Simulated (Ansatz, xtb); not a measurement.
# Ranking isomers of C4H8B2O

4 gas-phase structures of C4H8B2O, from a drawn sample of its isomers (lower ones may exist). Each was relaxed with GFN2-xTB:

A. a singlet given by its coordinates
B. `C#CBOBCC`, a singlet
C. a singlet given by its coordinates
D. `B1C=CCOBC1`, a singlet

A (Å):

```yaml
atoms:
  - { symbol: C, position_ang: [1.0591, 0.2856, 1.6672] }
  - { symbol: C, position_ang: [0.5386, 0.2856, -0.9786] }
  - { symbol: C, position_ang: [0.8814, -0.0396, -2.0878] }
  - { symbol: C, position_ang: [1.2986, -0.4318, -3.4157] }
  - { symbol: B, position_ang: [-2.0857, 2.0087, 0.8378] }
  - { symbol: B, position_ang: [0.1190, 0.6854, 0.4342] }
  - { symbol: O, position_ang: [-0.9921, 1.3504, 0.6276] }
  - { symbol: H, position_ang: [-3.0935, 1.4220, 1.0312] }
  - { symbol: H, position_ang: [-2.0658, 3.1907, 0.8374] }
  - { symbol: H, position_ang: [2.0079, 0.8157, 1.6094] }
  - { symbol: H, position_ang: [0.6027, 0.5215, 2.6254] }
  - { symbol: H, position_ang: [1.2953, -0.7760, 1.6548] }
  - { symbol: H, position_ang: [0.5537, -0.1297, -4.1519] }
  - { symbol: H, position_ang: [1.4233, -1.5137, -3.4600] }
  - { symbol: H, position_ang: [2.2502, 0.0408, -3.6592] }
```

Close contacts (Å): C1–B6 1.60, C2–C3 1.21, C2–B6 1.53, C3–C4 1.45, B5–O7 1.29, B6–O7 1.31, C1–H10 1.09, C1–H11 1.09, C1–H12 1.09, C4–H13 1.09, C4–H14 1.09, C4–H15 1.09, B5–H8 1.18, B5–H9 1.18.

C (Å):

| atom | x (Å) | y (Å) | z (Å) |
| --- | --- | --- | --- |
| C | 1.2159 | -2.0817 | 0.3328 |
| C | 0.3684 | -2.8271 | -0.3929 |
| C | 0.7622 | -3.9107 | -1.2605 |
| C | -0.1018 | -4.6454 | -1.9568 |
| B | -1.7676 | -0.3634 | 1.4299 |
| B | 0.7646 | -0.9158 | 1.2762 |
| O | -0.4984 | -0.6063 | 1.3797 |
| H | -2.4380 | -0.9183 | 2.2292 |
| H | -2.2450 | 0.4165 | 0.6811 |
| H | 1.5560 | -0.3037 | 1.9057 |
| H | 2.2727 | -2.3119 | 0.2558 |
| H | -0.6959 | -2.6259 | -0.3403 |
| H | 1.8237 | -4.1135 | -1.3241 |
| H | 0.2163 | -5.4514 | -2.5954 |
| H | -1.1630 | -4.4619 | -1.9087 |

Close contacts (Å): C1–C2 1.34, C1–B6 1.57, C2–C3 1.44, C3–C4 1.33, B5–O7 1.29, B6–O7 1.30, C1–H11 1.08, C2–H12 1.08, C3–H13 1.08, C4–H14 1.08, C4–H15 1.08, B5–H8 1.18, B5–H9 1.18, B6–H10 1.18.

Question: Which do you expect lowest at r2SCAN-D4/def2-SVP, and how would the others follow?

Answer: Calculated order at r2SCAN-D4/def2-SVP: A (0.000), C (0.161), D (0.313), B (0.483) eV.

Energies above the lowest of each column, in eV; the last columns are at B3LYP/def2-SVP geometries and were run for some of them only (a dash: not run or not comparable):

```tsv
structure	GFN2-xTB	HF/STO-3G	r2SCAN-D4/def2-SVP	B3LYP/def2-SVP	CCSD(T)/def2-SVP + ΔMP2/def2-TZVPP
A	0.041	0.000	0.000	0.000	0.000
C	0.000	0.979	0.161	–	–
D	0.827	0.338	0.313	0.672	–
B	0.486	0.399	0.483	0.441	0.369
```

CCSD(T)/def2-SVP + ΔMP2/def2-TZVPP puts A lowest of those it was run on; GFN2-xTB picks C. Flexible structures stand in one conformer each, not always the lowest. Frequencies (GFN2-xTB) were run for A, B alone. ΔMP2 is the change of the MP2 energy from the smaller to the larger basis.

Over these structures GFN2-xTB departs from r2SCAN-D4/def2-SVP by 0.207 eV on average once a common shift is removed. A GFN2-xTB relaxation took about 0.2 s and the r2SCAN-D4/def2-SVP energy about 2 s on a shared host (Ansatz 0.2.0, xtb 6.7.1).
